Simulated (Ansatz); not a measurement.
One change: `[GeH3][GeH3]` becomes `[F][GeH2][GeH3]`.

Ansatz, PBE0-D4/def2-TZVP geometries, multiplicity 1. 

Scalar relativity is left out up to krypton.

```csv
property,`[GeH3][GeH3]`
HOMO–LUMO gap (PBE/def2-TZVPP) / eV,6.62
size of the dipole moment (ωB97M-V/def2-TZVPP) / D,0.00
size of the dipole moment (PBE/def2-TZVPP) / D,0.00
"ideal-gas entropy at 298 K and 1 bar (rigid rotor, harmonic PBE0-D4/def2-TZVP) / J/(mol·K)",300
HOMO–LUMO gap (B3LYP/def2-TZVPP) / eV,8.04
HOMO energy (PBE0/def2-TZVPP) / eV,-8.20
```

Question: What does the change do to each property? (Best estimate.)

Answer: Ansatz gave: 
```tsv
property	`[F][GeH2][GeH3]`	shift
HOMO–LUMO gap (PBE/def2-TZVPP) / eV	5.82	-0.80
size of the dipole moment (ωB97M-V/def2-TZVPP) / D	2.16	2.16
size of the dipole moment (PBE/def2-TZVPP) / D	2.00	2.00
ideal-gas entropy at 298 K and 1 bar (rigid rotor, harmonic PBE0-D4/def2-TZVP) / J/(mol·K)	339	39
HOMO–LUMO gap (B3LYP/def2-TZVPP) / eV	7.44	-0.60
HOMO energy (PBE0/def2-TZVPP) / eV	-8.36	-0.16
```

With PBE0 the HOMO falls by 0.16 eV and the LUMO falls by 0.87 eV, so the gap narrows by about 0.71 eV. PBE moves the HOMO by -0.04 eV and ωB97M-V by -0.18 eV.

B3LYP here is the variant with VWN-RPA as its local correlation; programs differ in this.
